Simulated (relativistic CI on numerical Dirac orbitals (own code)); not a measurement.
Radial parameters of In³⁰⁺

Calculated at this level of theory: Dirac-Coulomb-Breit CI, orbitals from a KLI potential per configuration, a model potential for QED, unscaled Slater integrals (own radial code, finite nucleus).

Slater integrals F^k, G^k are unscaled and averaged over j, outside the closed core [Ne]; ζ comes from projecting the Hamiltonian with its Breit term on Σ l·s of the shell.

- 3s²3p⁶3d: ζ(3d) = 33185 cm⁻¹; <r>(3d) = 0.2782, <r^2>(3d) = 0.08976 (bohr units).
- 3s²3p⁵3d²: ζ(3p) = 253480, F^2(3d,3d) = 366240, F^4(3d,3d) = 236470, F^2(3p,3d) = 318850, G^1(3p,3d) = 342240, G^3(3p,3d) = 228110, ζ(3d) = 32728 cm⁻¹; <r>(3p) = 0.3121, <r^2>(3p) = 0.1124, <r>(3d) = 0.2788, <r^2>(3d) = 0.09014 (bohr units).
- 3s3p⁶3d²: F^2(3d,3d) = 365850, F^4(3d,3d) = 236210, G^2(3s,3d) = 257070, ζ(3d) = 32964 cm⁻¹; <r>(3s) = 0.3201, <r^2>(3s) = 0.1167, <r>(3d) = 0.2791, <r^2>(3d) = 0.09032 (bohr units).

(1) Give the Racah parameters of the d shell in 3s²3p⁵3d².

Averages of the first 10 configurations, taken without configuration mixing, which lowers the lowest level and can move excited configurations by several eV; other configurations of the list can lie among them:

```
Configuration  Parity  States  Average energy above the lowest level (eV)
     3s²3p⁶3d    even      10                                         6.7
    3s²3p⁵3d²     odd     270                                       185.6
     3s3p⁶3d²    even      90                                       335.6
     3s²3p⁶4s    even       2                                       706.0
     3s²3p⁶4p     odd       6                                       760.3
     3s²3p⁶4d    even      10                                       832.1
   3s²3p⁵3d4s     odd     120                                       878.5
     3s²3p⁶4f     odd      14                                       891.6
   3s²3p⁵3d4p    even     360                                       933.0
       3p⁶3d³    even     120                                       671.5
```

Results:

(1) B = F²/49 − 5F⁴/441 = 4793 cm⁻¹ and C = 35F⁴/441 = 18767 cm⁻¹.
